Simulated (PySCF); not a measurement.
These are PBE-D3(BJ)/def2-TZVP // r2SCAN-D4/def2-TZVP (PySCF) values and carry that method's errors. All species are isolated molecules in the gas phase. Delta-SCF ions had no search for a lower state. Excitations are Tamm–Dancoff values on a coarser integration grid. The basis has no diffuse functions, so Rydberg states are missing or too high.

Reference species (SMILES): `C=[Se]` (neutral, multiplicity 1).

```yaml
S1 excitation (TDA): 1.84 eV
vertical ionisation energy (Delta-SCF): 8.84 eV
S1 oscillator strength: 0.000
brightest of the four lowest singlets (TDA): 6.41 eV
```

Changed species: `[Se]=[SiH2]`.

Task: Predict the effect on the S1 excitation (TDA), vertical ionisation energy (Delta-SCF), S1 oscillator strength and brightest of the four lowest singlets (TDA).

Result: the S1 excitation (TDA) rises by 0.63 eV, to 2.47 eV; the vertical ionisation energy (Delta-SCF) rises by 0.22 eV, to 9.06 eV; the S1 oscillator strength stays essentially unchanged; the brightest of the four lowest singlets (TDA) drops by 1.73 eV, to 4.68 eV.
